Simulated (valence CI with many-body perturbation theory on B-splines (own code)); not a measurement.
# I XXXI: calculated level list

Method: valence CI with perturbative core correlation (CI+MBPT): five valence electrons over a frozen Dirac-Fock core [Ar], a basis of 7 s, 7 p, 8 d, 6 f, 4 g, 1 h functions for each j, with the one-electron correlation potential Σ1, the two-electron term Σ2, the three-electron term Σ3, Breit, model QED; selected CI, second order for the rest, scaled by the run's own slope (own B-spline code, finite nucleus).

No measured spectrum was set against this ion. As an estimate, large intervals hold to a few tenths of a per cent, small ones and those within an open d or f shell to about a per cent. Among the levels kept, up to 630 cm⁻¹ of a level comes from second order outside the variational space, and about a tenth of that is noise between levels of different J, which matters for small intervals. Only levels of the ground parity were solved; by the run's estimate the other parity begins above the list, which can be wrong where configurations are misplaced.

Levels 1 to 32 of 32, with energies above the lowest level, (3d3/2^4 3d5/2) J=5/2 [a]. "Leading %" is the weight of the configuration and term that name the level; weights of strongly mixed levels are sums over their largest components and can fall short, so below about 35 % the name and the second component can differ from the true leading terms, or belong to a minority configuration. In the jj column 3d3/2^4 stands for four electrons in 3d with j = 3/2. Lifetimes count E1, E2, E3, M1 and M2 decay at the calculated energies, and are blank where another channel may lead or the interval is too uncertain; long ones can be off by a factor of two.

```csv
No.,Configuration,Term,J,E (eV),Leading %,Second component,Leading jj,Lifetime
1,3d5,6S,5/2,0.000,59,27 % 3d5 4P,3d3/2^4 3d5/2 (48 %),
2,3d5,2F,5/2,11.062,26,24 % 3d5 4G,3d3/2^4 3d5/2 (46 %),64.2 μs
3,3d5,4G,7/2,17.699,49,20 % 3d5 2F,3d3/2^3 3d5/2^2 (94 %),141 μs
4,3d5,4D,3/2,18.278,42,40 % 3d5 4P,3d3/2^3 3d5/2^2 (92 %),30.8 μs
5,3d5,4G,11/2,18.656,58,29 % 3d5 2H,3d3/2^3 3d5/2^2 (88 %),
6,3d5,4G,9/2,20.553,64,15 % 3d5 4F,3d3/2^3 3d5/2^2 (74 %),3.22 ms
7,3d5,4D,5/2,20.778,34,32 % 3d5 4G,3d3/2^3 3d5/2^2 (59 %),58.5 μs
8,3d5,4P,1/2,22.051,62,25 % 3d5 4D,3d3/2^3 3d5/2^2 (67 %),896 μs
9,3d5,4D,7/2,25.767,29,24 % 3d5 4F,3d3/2^3 3d5/2^2 (65 %),184 μs
10,3d5,2D,5/2,26.916,36,15 % 3d5 4P,3d3/2^2 3d5/2^3 (48 %),27.6 μs
11,3d5,4D,7/2,29.641,33,24 % 3d5 2F,3d3/2^2 3d5/2^3 (72 %),66.8 μs
12,3d5,2I,11/2,30.062,61,32 % 3d5 4G,3d3/2^2 3d5/2^3 (90 %),72.5 μs
13,3d5,2D,3/2,30.758,52,29 % 3d5 4D,3d3/2^3 3d5/2^2 (48 %),120 μs
14,3d5,4D,1/2,31.763,73,20 % 3d5 4P,3d3/2^2 3d5/2^3 (90 %),41.5 μs
15,3d5,2G,9/2,31.938,46,32 % 3d5 4G,3d3/2^2 3d5/2^3 (75 %),78.1 μs
16,3d5,4P,3/2,32.978,48,38 % 3d5 4F,3d3/2^2 3d5/2^3 (85 %),17.3 μs
17,3d5,2I,13/2,33.099,100,,3d3/2^2 3d5/2^3 (100 %),375 μs
18,3d5,2F,5/2,34.912,37,17 % 3d5 4F,3d3/2^2 3d5/2^3 (78 %),28.9 μs
19,3d5,2H,9/2,38.198,53,46 % 3d5 4F,3d3/2^2 3d5/2^3 (99 %),24.0 μs
20,3d5,2G,7/2,39.713,61,32 % 3d5 2F,3d3/2^2 3d5/2^3 (96 %),98.3 μs
21,3d5,4F,5/2,40.065,47,23 % 3d5 2F,3d3/2^2 3d5/2^3 (77 %),22.1 μs
22,3d5,2D,3/2,42.590,72,22 % 3d5 4F,3d3/2^2 3d5/2^3 (46 %),58.1 μs
23,3d5,2F,5/2,43.226,35,25 % 3d5 4P,3d3/2 3d5/2^4 (63 %),12.3 μs
24,3d5,2F,7/2,43.772,58,31 % 3d5 2G,3d3/2^2 3d5/2^3 (67 %),31.4 μs
25,3d5,2S,1/2,44.955,67,17 % 3d5 4P,3d3/2^2 3d5/2^3 (47 %),22.8 μs
26,3d5,2G,9/2,47.811,53,25 % 3d5 2H,3d3/2^2 3d5/2^3 (58 %),45.1 μs
27,3d5,4F,7/2,47.836,44,26 % 3d5 2F,3d3/2 3d5/2^4 (87 %),17.2 μs
28,3d5,2H,11/2,49.008,64,26 % 3d5 2I,3d3/2 3d5/2^4 (96 %),17.2 μs
29,3d5,2D,3/2,51.549,65,18 % 3d5 4D,3d3/2 3d5/2^4 (70 %),11.9 μs
30,3d5,2D,5/2,54.246,64,26 % 3d5 2F,3d3/2 3d5/2^4 (78 %),14.3 μs
31,3d5,2G,9/2,56.474,89,5 % 3d5 2H,3d3/2 3d5/2^4 (54 %),25.5 μs
32,3d5,2D,5/2,58.067,53,28 % 3d5 2F,3d5/2^5 (47 %),17.8 μs
```

The ionisation energy to 3d4 3P_0 of the next ion comes out as 1811.3 eV (NIST: 1812 ± 4 eV (theoretical)). All 32 levels together are meant to be complete up to 58.770 eV.
